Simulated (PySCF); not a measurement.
Isomers of C3H9N3OSi2, mass 159.028 u with the commonest isotopes. Method: PBE0/pcSseg-1 in PySCF (dipole) on a GFN2-xTB geometry, gas phase. One conformer each, none proved a minimum here; rigid rotors.

Question: Order these by out-of-plane moment Σ m c² = (Ia + Ib − Ic)/2, smallest first.
A. `[N:1]#[C:2][CH2:3][Si@H:4]([NH:5][CH:6]=[O:7])[SiH2:8][NH2:9]` with C2–C3–Si4–N5 -175°, C3–Si4–N5–C6 -177°, Si4–N5–C6–O7 0°, C3–Si4–Si8–N9 -158°, Si4–Si8–N9–H 176° and -45°
B. `[N:1]#[C:2][C@@H:3]1[O:4][CH2:5][SiH2:6][NH:7][Si@H:8]1[NH2:9]` with N7–Si8–N9–H 79° and -63°, C2–C3–O4–C5 -44°, C3–O4–C5–Si6 -66°, O4–C5–Si6–N7 24°, C5–Si6–N7–Si8 -6°
C. `[N:1]#[C:2][CH2:3][Si@@H:4]1[NH:5][CH2:6][Si@@H:7]([OH:8])[NH:9]1` with C2–C3–Si4–N5 -73°, C6–Si7–O8–H 56°, C3–Si4–N5–C6 -141°, Si4–N5–C6–Si7 27°, N5–C6–Si7–O8 -138°, C6–Si7–N9–Si4 3°
D. `[N:1]#[C:2][C@@H:3]1[O:4][CH2:5][Si@H:6]([NH2:7])[NH:8][SiH2:9]1` with C5–Si6–N7–H 177° and -42°, C2–C3–O4–C5 -37°, C3–O4–C5–Si6 -53°, O4–C5–Si6–N7 120°, C5–Si6–N8–Si9 25°

Answer: C (32.08 u·Å²), A (38.78 u·Å²), B (110.56 u·Å²), D (132.82 u·Å²).

Question: Order these by dipole moment, smallest first.
A. `[N:1]#[C:2][CH2:3][Si@@H:4]1[NH:5][CH2:6][Si@@H:7]([OH:8])[NH:9]1` with C2–C3–Si4–N5 -73°, C6–Si7–O8–H 56°, C3–Si4–N5–C6 -141°, Si4–N5–C6–Si7 27°, N5–C6–Si7–O8 -138°, C6–Si7–N9–Si4 3°
B. `[N:1]#[C:2][C@@H:3]1[O:4][CH2:5][Si@H:6]([NH2:7])[NH:8][SiH2:9]1` with C5–Si6–N7–H 177° and -42°, C2–C3–O4–C5 -37°, C3–O4–C5–Si6 -53°, O4–C5–Si6–N7 120°, C5–Si6–N8–Si9 25°
C. `[N:1]#[C:2][CH2:3][Si@H:4]([NH:5][CH:6]=[O:7])[SiH2:8][NH2:9]` with C2–C3–Si4–N5 -175°, C3–Si4–N5–C6 -177°, Si4–N5–C6–O7 0°, C3–Si4–Si8–N9 -158°, Si4–Si8–N9–H 176° and -45°
D. `[N:1]#[C:2][C@@H:3]1[O:4][CH2:5][SiH2:6][NH:7][Si@H:8]1[NH2:9]` with N7–Si8–N9–H 79° and -63°, C2–C3–O4–C5 -44°, C3–O4–C5–Si6 -66°, O4–C5–Si6–N7 24°, C5–Si6–N7–Si8 -6°

Answer: B (2.71 D), A (3.52 D), D (4.43 D), C (5.60 D).

Question: Order these by rotational constant B, smallest first.
A. `[N:1]#[C:2][C@@H:3]1[O:4][CH2:5][Si@H:6]([NH2:7])[NH:8][SiH2:9]1` with C5–Si6–N7–H 177° and -42°, C2–C3–O4–C5 -37°, C3–O4–C5–Si6 -53°, O4–C5–Si6–N7 120°, C5–Si6–N8–Si9 25°
B. `[N:1]#[C:2][C@@H:3]1[O:4][CH2:5][SiH2:6][NH:7][Si@H:8]1[NH2:9]` with N7–Si8–N9–H 79° and -63°, C2–C3–O4–C5 -44°, C3–O4–C5–Si6 -66°, O4–C5–Si6–N7 24°, C5–Si6–N7–Si8 -6°
C. `[N:1]#[C:2][CH2:3][Si@@H:4]1[NH:5][CH2:6][Si@@H:7]([OH:8])[NH:9]1` with C2–C3–Si4–N5 -73°, C6–Si7–O8–H 56°, C3–Si4–N5–C6 -141°, Si4–N5–C6–Si7 27°, N5–C6–Si7–O8 -138°, C6–Si7–N9–Si4 3°
D. `[N:1]#[C:2][CH2:3][Si@H:4]([NH:5][CH:6]=[O:7])[SiH2:8][NH2:9]` with C2–C3–Si4–N5 -175°, C3–Si4–N5–C6 -177°, Si4–N5–C6–O7 0°, C3–Si4–Si8–N9 -158°, Si4–Si8–N9–H 176° and -45°

Answer: C (583.8 MHz), D (818.8 MHz), A (1207 MHz), B (1232 MHz).

```
                       SMILES  point group  Ia (u·Å²)  Ib (u·Å²)  Ic (u·Å²)      κ  μa (D)  μb (D)  μc (D)
   N#CC[Si@@H]1NC[Si@@H](O)N1           C1     140.61     865.62     942.07  -0.97    3.27    1.29    0.27
      N#CC[Si@H](NC=O)[SiH2]N           C1     324.27     617.21     863.93  -0.52    2.84    3.89    2.86
N#C[C@@H]1OC[Si@H](N)N[SiH2]1           C1     349.02     418.75     502.13  -0.09    0.14    2.67    0.43
  N#C[C@@H]1OC[SiH2]N[Si@H]1N           C1     386.76     410.13     575.76   0.65    3.31    2.71    1.16
```
